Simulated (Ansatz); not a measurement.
Consider the ligand exchange at the In–C bond: `C=[C](F)[InH][CH3]` + `C=C=CO` → `C=C=C[O][InH][CH3]` + `C=CF`.

Isolated molecules relaxed with PBE0-D4/def2-TZVP in Ansatz; ΔE leaves out vibrations. CCSD(T)/CBS is the MP2 limit (def2-TZVPP, def2-QZVPP) plus CCSD(T) − MP2 in def2-TZVPP, frozen cores. Elements past krypton have def2 core potentials. For In outer-core shells are correlated without core-valence functions, which leaves a few kJ/mol of doubt a bond. One conformer a species, not always the lowest.

| species | MP2/CBS(def2) energy (Eh) |
| --- | --- |
| `C=[C](F)[InH][CH3]` | -407.25107 |
| `C=C=CO` | -191.60110 |
| `C=C=C[O][InH][CH3]` | -421.26349 |
| `C=CF` | -177.62271 |

Work out ΔE.

ΔE = (-421.26349) + (-177.62271) − (-407.25107) − (-191.60110) = -0.03403 Eh = -0.93 eV. CCSD(T)/CBS gives -0.86 eV.

What do rigid-rotor, harmonic-oscillator terms from PBE0-D4/def2-TZVP frequencies (298.15 K, 1 bar) make of the CCSD(T)/CBS value? (An estimate is asked.)

The calculation gave: ΔZPE = 0.00 eV, ΔH = -0.86 eV, ΔS = -12 J/(mol·K), ΔG = -0.82 eV. Modes under 50 cm⁻¹ make the entropy rough.

Largest T1 diagnostic among the species: 0.015.

The D4 term adds −0.08 eV with B3LYP and −0.05 eV with PBE0; it sums over pairs of atoms, weighted by their polarisabilities, and B3LYP, whose exchange is more repulsive, gets the larger term. From r2SCAN to r2SCAN0 (25 % exact exchange), in def2-TZVPP and without D4, ΔE moves by +0.04 eV.

B3LYP here is the variant with VWN-RPA as its local correlation; programs differ in this.
